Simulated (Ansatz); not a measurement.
Reaction (substitution at a C–I bond): `C=C(Cl)I` + `BS` → `BSC(=C)Cl` + HI

Gas-phase electronic energies from Ansatz, PBE0-D4/def2-TZVP geometries. CCSD(T)/CBS is the MP2 limit (def2-TZVPP, def2-QZVPP) plus CCSD(T) − MP2 in def2-TZVPP, frozen cores. This one scheme is used for every species. DFT in def2-TZVPP. B3LYP here is the variant with VWN-RPA as its local correlation; programs differ in this. HSE06 is defined as in plane-wave codes. Elements past krypton have def2 core potentials. For I outer-core shells are correlated without core-valence functions, which leaves a few kJ/mol of doubt a bond. One conformer a species, not always the lowest.

`C=C(Cl)I`:

Z-matrix (Å, degrees):
```
C
C 1 1.322
H 1 1.081 2 120.9
H 1 1.083 2 120.3 3 179.9
Cl 2 1.715 1 122.4 3 -180.0
I 2 2.084 1 122.2 3 0.0
```

`BS`:

Cartesian coordinates in Å:
```
B 0.327 -0.474 -0.067
S -0.885 0.515 0.751
H 0.552 -1.534 0.428
H 0.877 -0.094 -1.052
H -0.871 1.587 -0.060
```

`BSC(=C)Cl`:

Cartesian coordinates in Å:
```
B -1.595 1.000 -1.031
S -0.207 1.127 0.034
C 0.504 -0.471 0.292
C 1.560 -0.585 1.086
Cl -0.173 -1.845 -0.484
H -2.114 2.052 -1.239
H -1.972 -0.025 -1.493
H 1.973 0.293 1.568
H 2.024 -1.545 1.267
```

HI:

Cartesian coordinates in Å:
```
I -0.527 0.279 -0.541
H 0.527 -0.279 0.541
```

```csv
level,ΔE (kJ/mol),difference from CCSD(T)/CBS
LDA (SPW92),-24.5,-17.5
PBE-D4,-14.5,-7.5
revPBE-D4,-15.3,-8.3
BLYP-D4,-11.5,-4.5
r2SCAN-D4,-15.3,-8.3
B97M-V,-14.8,-7.8
PBE0-D4,-15.3,-8.3
B3LYP-D4,-12.3,-5.3
r2SCAN0-D4,-16.0,-9.0
HSE06-D4,-15.1,-8.1
BHLYP-D4,-12.3,-5.3
CAM-B3LYP-D4,-14.1,-7.1
ωB97X-V,-11.6,-4.6
ωB97M-V,-12.0,-5.0
B2PLYP,-9.0,-2.0
PBE-QIDH,-12.5,-5.5
PBE,-12.6,-5.6
BLYP,-7.4,-0.4
r2SCAN,-14.5,-7.5
PBE0,-13.7,-6.7
B3LYP,-9.6,-2.6
r2SCANh,-14.7,-7.7
r2SCAN0,-15.2,-8.2
HSE06,-13.6,-6.6
BHLYP,-11.7,-4.7
CAM-B3LYP,-12.5,-5.5
RPA@PBE/def2-TZVPP,-4.7,2.3
HF/def2-SVP,-13.8,-6.8
MP2/def2-SVP,-14.9,-7.9
CCSD/def2-SVP,-15.3,-8.3
CCSD(T)/def2-SVP,-16.2,-9.2
HF/def2-TZVPP,-8.9,-1.9
SCS-MP2/def2-TZVPP,-4.6,2.4
CCSD/def2-TZVPP,-8.2,-1.2
CCSD(T)/def2-TZVPP,-8.8,-1.8
HF/def2-QZVPP,-8.3,-1.3
MP2/def2-QZVPP,-5.5,1.5
HF/CBS(def2),-8.2,-1.2
MP2/CBS(def2),-4.9,2.1
CCSD/CBS(def2),-6.4,0.6
CCSD(T)/CBS,-7.0,0
```

Problem. What do rigid-rotor, harmonic-oscillator terms from PBE0-D4/def2-TZVP frequencies (298.15 K, 1 bar) make of the CCSD(T)/CBS value? (Estimate.)

Solution. Ansatz gave: ΔZPE = -4.4 kJ/mol, ΔH = -9.7 kJ/mol, ΔS = -16 J/(mol·K), ΔG = -5.1 kJ/mol. Modes under 50 cm⁻¹ make the entropy rough.

Largest T1 diagnostic among the species: 0.015.

Leaving LDA and LC-ωPBE aside and taking each functional with its dispersion term where it has one, the values spread over 7.0 kJ/mol, from r2SCAN0-D4 to B2PLYP. LDA lies −11.9 kJ/mol from PBE without D4. From BLYP to BHLYP (50 % exact exchange), in def2-TZVPP and without D4, ΔE moves by −4.3 kJ/mol.
